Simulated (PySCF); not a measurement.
**GeP⁺: frontier orbitals**

M06-2X at R = 2.317 Å; basis Ge x2c-SVPall, P x2c-SVPall; spin-free X2C with a Gaussian nucleus; PySCF 2.14. State: ³Σ⁻ (triplet), unpaired electrons π ↑↑. Only the outer orbitals are listed, counted within each symmetry.

```csv
spin,orbital,occ.,ε (eV),on Ge (%),main shells (%)
α,10σ,1,-25.55,27,"69 P s, 21 Ge s"
α,11σ,1,-20.25,67,"67 Ge s, 26 P s"
α,5π,1,-14.73,20,"79 P p, 18 Ge p"
α,5π,1,-14.73,20,"79 P p, 18 Ge p"
α,12σ,1,-14.54,47,"49 P p, 37 Ge p, 10 Ge s"
α,6π,0,-7.98,81,"81 Ge p, 19 P p"
α,6π,0,-7.98,81,"81 Ge p, 19 P p"
α,13σ,0,-4.48,68,"64 Ge p, 34 P p"
β,10σ,1,-23.65,40,"55 P s, 34 Ge s"
β,11σ,1,-19.36,58,"57 Ge s, 37 P s"
β,12σ,1,-14.07,47,"48 P p, 40 Ge p"
β,5π,0,-9.63,54,"53 Ge p, 45 P p"
β,5π,0,-9.63,54,"53 Ge p, 45 P p"
β,6π,0,-6.94,47,"53 P p, 46 Ge p"
```

Q: Which are the highest filled and the lowest empty level, where do they sit, and how wide is the gap?

A: Highest filled β 12σ at -14.07 eV (in %: 48 P p, 40 Ge p); lowest empty β 5π at -9.63 eV (in %: 53 Ge p, 45 P p); the gap at M06-2X is 4.44 eV.

- bond order (Mayer): 1.56
- ⟨S²⟩: 2.005
- charge on Ge (Mulliken, basis-dependent): 0.73
- charge on Ge (Löwdin, basis-dependent): 0.63
- dipole moment (positive dipole points towards P; it is taken about the centre of mass and depends on that origin): -0.01 D

Spin–orbit coupling is left out. The state was picked by a PBE0 search and need not be the measured ground state.
